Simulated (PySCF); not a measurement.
# [Lu(H2O)]3+: one run

[Lu(H2O)]3+ (singlet). PySCF 2.14.0, RKS BP86, Lu def2-SVP with ECP28, O def2-SVP, H def2-SVP; non-relativistic Hamiltonian with scalar-relativistic core potentials where named; density fitting; no spin-orbit coupling. Purpose: level BP86.

```python
mol = gto.M(atom='''
Lu     0.00000     0.00000    -0.02208
O      0.00000     0.00000     2.05756
H      0.78753    -0.00000     2.69218
H     -0.78753     0.00000     2.69218''',
    basis={'Lu': 'def2-SVP', 'O': 'def2-SVP', 'H': 'def2-SVP'},
    ecp={'Lu': 'def2-SVP'},
    charge=3, spin=0)
mf = dft.RKS(mol, xc='B88,P86')
mf.grids.atom_grid = (75, 302)  # f atoms: unpruned, at least (60, 302)
mf = mf.density_fit()  # fitting sets: Lu def2-universal-JKFIT, O def2-universal-JKFIT, H def2-universal-JKFIT
mf.conv_tol = 1e-08; mf.max_cycle = 55
mf.kernel(dm0)  # dm0: converged density of the relaxed state
mf.nuc_grad_method().kernel()
```

Run from Python with OMP_NUM_THREADS=2; the lines above give its settings. Where DIIS fails, smearing, a level shift and second-order steps follow.
It took 5.1 s on 2 threads of Arm Neoverse V1, with other jobs on the host, from an already converged density.

Question: Where do the frontier levels lie, over both spins?

Answer: HOMO -27.41 eV, LUMO -22.11 eV. 

Question: What are the Mulliken charges and spins?

Answer: 
| atom | charge (e) | spin (e) |
| --- | --- | --- |
| Lu1 | 2.519 | 0.000 |
| O2 | -0.290 | 0.000 |
| H3 | 0.385 | 0.000 |
| H4 | 0.385 | 0.000 |

Question: What forces act on the atoms (eV/Å)?

Answer: 
```
Lu   0.00  0.00  0.06
O    0.00  0.00 -0.52
H    0.31  0.00  0.23
H   -0.31  0.00  0.23
```
Forces carry noise of the integration grid, about 0.01 to 0.03 eV/Å.

The geometry was relaxed with B3LYP (Lu def2-SVP with ECP28, O def2-SVP, H def2-SVP).
